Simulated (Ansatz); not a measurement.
`C=N/C(O)=C/F` + SiH₄ → `C=N/C([SiH3])=C\F` + H₂O  (formal exchange of groups at a C–O bond)

Calculated with Ansatz (gas phase, PBE0-D4/def2-TZVP geometries, no zero-point term in ΔE). CBS: MP2 limit from def2 TZ/QZ plus the TZ coupled-cluster correction, frozen cores. This one scheme is used for every species. Double bonds are as drawn, so ΔE can hold a change between cis and trans. DFT in def2-TZVPP. One conformer a species, not always the lowest.

| level | ΔE (kJ/mol) |
| --- | --- |
| PBE | -46.9 |
| MP2/def2-TZVPP | -72.6 |

Q: What does CCSD(T)/CBS give? (An estimate is asked.)

A: The calculation gave: -69.6 kJ/mol. The listed levels differ from it by 22.7, -3.0 kJ/mol.

Largest T1 diagnostic among the species: 0.014.

The D4 term adds −7.6 kJ/mol with B3LYP and −4.3 kJ/mol with PBE0; it sums over pairs of atoms, weighted by their polarisabilities, and B3LYP, whose exchange is more repulsive, gets the larger term. In def2-TZVPP, CCSD(T) changes the Hartree–Fock value by −13.1 kJ/mol (the triples alone add −0.4 kJ/mol) and MP2 by −22.7 kJ/mol. From PBE to PBE0 (25 % exact exchange), in def2-TZVPP and without D4, ΔE moves by −4.1 kJ/mol.

B3LYP here is the variant with VWN-RPA as its local correlation; programs differ in this.
